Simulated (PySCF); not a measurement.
**TDDFT excited states: C9H16**

Compound: C9H16.
InChI=1S/C9H16/c1-7-5-6-8-3-2-4-9(7)8/h7-9H,2-6H2,1H3/t7-,8-,9+/m1/s1

Theory: PySCF, TDDFT CAM-B3LYP/def2-SVPD, vertical, gas phase, core orbitals frozen in the response. One conformer (not necessarily the lowest) at the PBE0-D3(BJ)/def2-SVP geometry, without solvent, vibrations or thermal averaging.

```tsv
state	E (eV)	λ (nm)	f	main configurations (H = HOMO, L = LUMO)
S1	8.41	147.4	0.0061	H→L (64%), H→L+1 (14%)
S2	8.56	144.8	0.0060	H-1→L (30%), H→L+1 (27%), H→L (20%)
S3	8.62	143.8	0.0093	H-2→L (40%), H-2→L+1 (18%), H-3→L (18%)
S4	8.68	142.8	0.025	H→L+1 (49%), H-1→L (23%)
S5	8.74	141.9	0.0049	H-3→L (35%), H-2→L (15%), H-1→L (14%)
S6	8.83	140.4	0.0028	H-4→L (54%)
S7	8.86	140.0	0.027	H-1→L+1 (73%)
S8	8.96	138.4	0.032	H-2→L+1 (35%), H-3→L+1 (22%), H→L+2 (9%)
S9	9.00	137.7	0.017	H→L+2 (24%), H-3→L+1 (22%), H→L+3 (8%)
S10	9.05	136.9	0.013	H-5→L (16%), H→L+3 (15%), H-2→L+1 (13%)
```

Triplets, Tamm–Dancoff:

```json
{"state": "T1", "E (eV)": "8.11", "λ (nm)": "152.9", "main configurations (H = HOMO, L = LUMO)": "H→L (35%), H→L+1 (22%), H-1→L (10%)"}
{"state": "T2", "E (eV)": "8.33", "λ (nm)": "148.8", "main configurations (H = HOMO, L = LUMO)": "H→L (24%), H-1→L (18%), H-2→L (18%)"}
{"state": "T3", "E (eV)": "8.38", "λ (nm)": "147.9", "main configurations (H = HOMO, L = LUMO)": "H-2→L+1 (29%), H-2→L (22%), H→L (14%)"}
{"state": "T4", "E (eV)": "8.44", "λ (nm)": "146.9", "main configurations (H = HOMO, L = LUMO)": "H-1→L (33%), H-3→L+1 (16%), H→L+1 (14%)"}
```

The lowest singlet lies at 8.41 eV (147 nm, vacuum ultraviolet) and is weak; its leading configuration is HOMO→LUMO (64%). The strongest level in the table is S8 at 8.96 eV (138 nm, f = 0.032). Löwdin shares by element: HOMO carbon 56% or more (atoms not listed hold the other 44%); LUMO carbon 16% or more, hydrogen 11% or more (atoms not listed hold the other 73%). The listed states span 0.64 eV, and the widest gap between neighbours is 0.15 eV (S1 to S2). The oscillator strengths of these states sum to 0.143; summed over the whole spectrum of an exact calculation they would give the number of electrons, 70 (Thomas–Reiche–Kuhn). Orbital energies (eV): HOMO-3 -10.14, HOMO-2 -10.07, HOMO-1 -9.98, HOMO -9.78, LUMO 1.44, LUMO+1 1.70, LUMO+2 1.82. All these states lie below the vertical ionisation energy of 10.39 eV (ΔSCF). Only the lowest 10 singlets were computed, as vertical energies without vibronic structure.

Hardware: an x86-64 server with one thread, on a shared host. Cost: 14 min of wall time.
